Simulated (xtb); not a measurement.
ClH3S3Sn, SMILES [SH][Sn]([SH])([SH])[Cl]. All values are semi-empirical tight-binding results from xtb (GFN2-xTB unless named), good for trends rather than for accurate numbers. Geometry optimised at GFN2-xTB. The structure was generated by enumeration; whether it is a known compound was not checked. Other conformers were not sampled.

Optimised geometry:

```xyz
8

S     -1.2760    -1.0912    -1.7934
Sn    -0.0143     0.0162     0.0092
S      0.7290    -1.6199     1.6975
S      1.8849     1.3071    -0.8803
Cl    -1.4450     1.5098     1.0217
H     -0.4386    -2.1144    -1.9370
H      1.6965    -2.1502     0.9540
H      2.6171     0.2516    -1.2263
```
Charge 0, spin multiplicity 1.

A frequency run showed that this geometry is not a minimum.

For metal compounds this method's bond lengths and energies can be far off.

| Property | Result |
|---|---|
| orbital gap | 1.26 eV |

Question: Give the atomic charges and the Wiberg bond orders between heavy atoms. (The exact figures need the calculation; the answer reports its results.)

Answer: charges (e) S1 -0.27, Sn2 0.43, S3 -0.28, S4 -0.28, Cl5 -0.14, H6 0.18, H7 0.18, H8 0.18. Bond orders S1–Sn2 0.62, Sn2–S3 0.62, Sn2–S4 0.62, Sn2–Cl5 0.96.
